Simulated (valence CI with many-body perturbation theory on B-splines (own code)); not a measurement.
## E1 transitions of Ir43+

Level of theory: configuration interaction combined with many-body perturbation theory (CI+MBPT): six valence electrons over a frozen Dirac-Fock core [Ar] 3d10, a basis of 9 s, 9 p, 8 d, 6 f, 3 g, 1 h functions for each j, with the one-electron correlation potential Σ1, the two-electron term Σ2, the three-electron term Σ3, Breit, model QED; selected CI, second order for the rest, scaled by the run's own slope (own B-spline code, finite nucleus).

No measured spectrum was set against this ion. As an estimate, large intervals hold to a few tenths of a per cent, small ones and those within an open d or f shell to about a per cent. Among the levels kept, up to 660 cm⁻¹ of a level comes from second order outside the variational space, and about a tenth of that is noise between levels of different J, which matters for small intervals.

Lines 1 to 50 of 116 in falling wavelength, among levels below 340.67 eV, chosen from the strongest by gf and those to the six lowest levels. Wavelengths and rates use the calculated energies. Electric multipoles are in the length gauge with retardation, E1 and E2 with the static RPA response of the core. Weak lines are less certain than strong ones. Lines between different terms over intervals too small for the method are left out, as are lines whose strength nearly cancels. The highest levels of a list are the least certain.

Levels are named by their leading jj configuration (3d3/2^4 stands for four electrons in 3d with j = 3/2), which in mixed levels can hold well under half, so a name can repeat and another be missing. Letters in brackets count levels of one name in rising energy.

```
λ vac (nm)                               Upper                               Lower   A (s⁻¹)  S (a.u.) with core polarisation  S without
      1329          (4s^2 4p1/2^2 4d3/2^2) J=2  (4s^2 4p1/2 4p3/2^2 4d5/2) J=2 [c]  9.43e-01                         5.46e-06   5.84e-06
     864.8            (4s 4p1/2^2 4p3/2^3) J=1                  (4s^2 4p3/2^4) J=0  5.44e+02                         5.21e-04   5.51e-04
     360.4          (4s^2 4p1/2^2 4d3/2^2) J=2  (4s^2 4p1/2 4p3/2^2 4d5/2) J=3 [c]  8.26e+02                         9.54e-05   1.01e-04
     181.8          (4s^2 4p1/2^2 4d3/2^2) J=2  (4s^2 4p1/2 4p3/2^2 4d5/2) J=1 [b]  7.72e+01                         1.15e-06   1.22e-06
     147.9          (4s^2 4p1/2^2 4d3/2^2) J=2  (4s^2 4p1/2 4p3/2^2 4d5/2) J=2 [b]  1.24e+03                         9.87e-06   1.05e-05
     100.6          (4s^2 4p1/2^2 4d3/2^2) J=2  (4s^2 4p1/2 4p3/2^2 4d5/2) J=3 [b]  9.01e+01                         2.26e-07   2.40e-07
     78.12          (4s^2 4p1/2^2 4d3/2^2) J=2  (4s^2 4p1/2 4p3/2^2 4d5/2) J=2 [a]  2.20e+03                         2.59e-06   2.75e-06
     77.87          (4s^2 4p1/2^2 4d3/2^2) J=0  (4s^2 4p1/2 4p3/2^2 4d5/2) J=1 [b]  1.10e+03                         2.57e-07   2.86e-07
     53.05          (4s^2 4p1/2^2 4d3/2^2) J=2  (4s^2 4p1/2 4p3/2^2 4d3/2) J=1 [c]  5.40e+03                         1.99e-06   2.03e-06
     47.20          (4s^2 4p1/2^2 4d3/2^2) J=2  (4s^2 4p1/2 4p3/2^2 4d5/2) J=1 [a]  1.87e+04                         4.87e-06   5.16e-06
     43.06                  (4s^2 4p3/2^4) J=0      (4s^2 4p1/2^2 4p3/2 4d5/2) J=1  5.39e+05                         2.12e-05   2.24e-05
     39.46          (4s^2 4p1/2^2 4d3/2^2) J=2  (4s^2 4p1/2 4p3/2^2 4d5/2) J=3 [a]  1.12e+06                         1.70e-04   1.81e-04
     38.90          (4s^2 4p1/2^2 4d3/2^2) J=2  (4s^2 4p1/2 4p3/2^2 4d3/2) J=1 [b]  3.97e+05                         5.78e-05   6.14e-05
     38.18          (4s^2 4p1/2^2 4d3/2^2) J=0  (4s^2 4p1/2 4p3/2^2 4d3/2) J=1 [c]  7.90e+04                         2.17e-06   2.25e-06
     37.96          (4s^2 4p1/2^2 4d3/2^2) J=2  (4s^2 4p1/2 4p3/2^2 4d3/2) J=2 [c]  3.83e+06                         5.17e-04   5.49e-04
     36.29          (4s^2 4p1/2^2 4d3/2^2) J=2  (4s^2 4p1/2 4p3/2^2 4d3/2) J=3 [b]  3.06e+06                         3.60e-04   3.82e-04
     35.05          (4s^2 4p1/2^2 4d3/2^2) J=0  (4s^2 4p1/2 4p3/2^2 4d5/2) J=1 [a]  7.17e+05                         1.52e-05   1.62e-05
     33.97  (4s^2 4p1/2 4p3/2^2 4d3/2) J=1 [a]                  (4s^2 4p3/2^4) J=0  2.81e+06                         1.63e-04   1.74e-04
     30.26          (4s^2 4p1/2^2 4d3/2^2) J=0  (4s^2 4p1/2 4p3/2^2 4d3/2) J=1 [b]  3.88e+07                         5.31e-04   5.63e-04
     28.90          (4s^2 4p1/2^2 4d3/2^2) J=2  (4s^2 4p1/2 4p3/2^2 4d3/2) J=2 [b]  3.15e+04                         1.88e-06   1.84e-06
     27.60      (4s^2 4p1/2^2 4p3/2 4d3/2) J=2            (4s^2 4p1/2 4p3/2^3) J=2  7.48e+06                         3.88e-04   4.13e-04
     25.76      (4s^2 4p1/2^2 4p3/2 4d3/2) J=1            (4s^2 4p1/2 4p3/2^3) J=2  5.13e+07                         1.30e-03   1.38e-03
     25.28      (4s^2 4p1/2^2 4p3/2 4d3/2) J=3            (4s^2 4p1/2 4p3/2^3) J=2  9.86e+05                         5.51e-05   5.77e-05
     24.97      (4s^2 4p1/2^2 4p3/2 4d3/2) J=2            (4s^2 4p1/2 4p3/2^3) J=1  3.35e+06                         1.29e-04   1.37e-04
     23.49      (4s^2 4p1/2^2 4p3/2 4d3/2) J=0            (4s^2 4p1/2 4p3/2^3) J=1  1.13e+07                         7.22e-05   7.59e-05
     23.46      (4s^2 4p1/2^2 4p3/2 4d3/2) J=1            (4s^2 4p1/2 4p3/2^3) J=1  6.76e+06                         1.29e-04   1.38e-04
     23.34          (4s^2 4p1/2^2 4d3/2^2) J=2  (4s^2 4p1/2 4p3/2^2 4d3/2) J=3 [a]  4.18e+07                         1.31e-03   1.39e-03
     21.72          (4s^2 4p1/2^2 4d3/2^2) J=2  (4s^2 4p1/2 4p3/2^2 4d3/2) J=2 [a]  9.07e+05                         2.29e-05   2.42e-05
     21.69          (4s^2 4p1/2^2 4d3/2^2) J=2  (4s^2 4p1/2 4p3/2^2 4d3/2) J=1 [a]  2.69e+05                         6.78e-06   7.34e-06
     20.06  (4s^2 4p1/2 4p3/2^2 4d3/2) J=1 [b]                  (4s^2 4p3/2^4) J=0  2.15e+07                         2.57e-04   2.72e-04
     18.71          (4s^2 4p1/2^2 4d3/2^2) J=0  (4s^2 4p1/2 4p3/2^2 4d3/2) J=1 [a]  6.19e+07                         2.00e-04   2.13e-04
     18.40  (4s^2 4p1/2 4p3/2^2 4d5/2) J=1 [a]                  (4s^2 4p3/2^4) J=0  2.02e+08                         1.86e-03   1.99e-03
     17.70                  (4s^2 4p3/2^4) J=0      (4s^2 4p1/2^2 4p3/2 4d3/2) J=1  3.30e+06                         9.04e-06   9.56e-06
     17.64  (4s^2 4p1/2 4p3/2^2 4d3/2) J=1 [c]                  (4s^2 4p3/2^4) J=0  6.09e+07                         4.95e-04   5.24e-04
     17.04      (4s^2 4p1/2^2 4p3/2 4d5/2) J=2            (4s^2 4p1/2 4p3/2^3) J=2  2.82e+08                         3.45e-03   3.66e-03
     16.00      (4s^2 4p1/2^2 4p3/2 4d5/2) J=2            (4s^2 4p1/2 4p3/2^3) J=1  3.09e+08                         3.12e-03   3.32e-03
     14.44      (4s^2 4p1/2^2 4p3/2 4d5/2) J=3            (4s^2 4p1/2 4p3/2^3) J=2  5.88e+05                         6.12e-06   6.56e-06
     14.28  (4s^2 4p1/2 4p3/2^2 4d5/2) J=1 [b]                  (4s^2 4p3/2^4) J=0  1.39e+08                         6.00e-04   6.37e-04
     13.87      (4s^2 4p1/2^2 4p3/2 4d5/2) J=1            (4s^2 4p1/2 4p3/2^3) J=2  4.11e+08                         1.62e-03   1.72e-03
     13.44          (4s^2 4p1/2^2 4d3/2^2) J=2            (4s 4p1/2^2 4p3/2^3) J=1  9.94e+05                         5.96e-06   6.13e-06
     13.17      (4s^2 4p1/2^2 4p3/2 4d5/2) J=1            (4s^2 4p1/2 4p3/2^3) J=1  4.62e+07                         1.56e-04   1.66e-04
     12.24          (4s^2 4p1/2^2 4d3/2^2) J=0            (4s 4p1/2^2 4p3/2^3) J=1  5.55e+07                         5.02e-05   5.31e-05
     11.89          (4s^2 4p1/2^2 4d3/2^2) J=2            (4s 4p1/2^2 4p3/2^3) J=2  9.02e+06                         3.74e-05   3.97e-05
     11.53            (4s 4p1/2^2 4p3/2^3) J=2            (4s^2 4p1/2 4p3/2^3) J=2  1.10e+10                         4.18e-02   4.44e-02
     11.04            (4s 4p1/2^2 4p3/2^3) J=2            (4s^2 4p1/2 4p3/2^3) J=1  1.46e+10                         4.84e-02   5.14e-02
     10.37            (4s 4p1/2^2 4p3/2^3) J=1            (4s^2 4p1/2 4p3/2^3) J=2  3.42e+10                         5.64e-02   5.99e-02
     10.12          (4s^2 4p1/2^2 4d3/2^2) J=2      (4s^2 4p1/2^2 4p3/2 4d5/2) J=1  1.04e+08                         2.65e-04   2.76e-04
     9.971            (4s 4p1/2^2 4p3/2^3) J=1            (4s^2 4p1/2 4p3/2^3) J=1  8.69e+09                         1.28e-02   1.35e-02
     9.840          (4s^2 4p1/2^2 4d3/2^2) J=2      (4s^2 4p1/2^2 4p3/2 4d5/2) J=3  3.51e+08                         8.25e-04   8.70e-04
     9.424          (4s^2 4p1/2^2 4d3/2^2) J=0      (4s^2 4p1/2^2 4p3/2 4d5/2) J=1  1.34e+08                         5.53e-05   5.76e-05
```
